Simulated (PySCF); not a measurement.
Compound: C3H10GeSi.
SMILES: `C=C[Si@H](C)[GeH3]`

Vertical excitations from PySCF (density fitting, frozen core in the response, grid level 2 and gas phase unless stated; continuum runs use non-equilibrium linear response for the excitations) on a GFN2-xTB geometry. Reference run:

```json
{"settings": "PBE0/def2-SVPD, full TDDFT, 6 singlets", "S1, eV (f)": "6.42 (0.003)", "S2, eV (f)": "6.85 (0.010)", "S3, eV (f)": "7.03 (0.211)", "S4, eV (f)": "7.20 (0.055)", "S5, eV (f)": "7.28 (0.022)", "S6, eV (f)": "7.42 (0.076)", "T1, eV (Tamm–Dancoff)": "4.34", "mean α (au)": "96.8"}
```

Problem. What do these settings give: PBE0/def2-SVPD, grid level 1, TDA, 25 singlets?

Solution. 
```tsv
settings	S1, eV (f)	S2, eV (f)	S3, eV (f)	S4, eV (f)	S5, eV (f)	S6, eV (f)	T1, eV (Tamm–Dancoff)	mean α (au)
PBE0/def2-SVPD, grid level 1, TDA, 25 singlets	6.43 (0.003)	6.87 (0.011)	7.14 (0.064)	7.25 (0.095)	7.32 (0.070)	7.47 (0.118)	4.34	96.8
```

S1 moves by +0.01 eV. States are counted by energy in each run and needn't keep their character from row to row.

Problem. Give the leading configurations of S1 (H = HOMO, L = LUMO) and the HOMO–LUMO gap of each run.

Solution. 
| settings | S1 configurations (weight) | S1 (eV) | orbital gap (eV) | S1 − gap (eV) |
| --- | --- | --- | --- | --- |
| PBE0/def2-SVPD, full TDDFT, 6 singlets | H−1→L 0.70, H−2→L 0.17, H→L 0.11 | 6.42 | 7.56 | -1.14 |
| PBE0/def2-SVPD, grid level 1, TDA, 25 singlets | H−1→L 0.72, H−2→L 0.15, H→L 0.10 | 6.43 | 7.56 | -1.13 |

 The PBE0/def2-SVPD calculation is non-relativistic and has no spin–orbit coupling, an omission that weighs most on germanium.

Conformer computed: `[CH2:1]=[CH:2][Si@H:3]([CH3:4])[GeH3:5]`: C1–C2–Si3–C4 127°.

One conformer stands for the species.
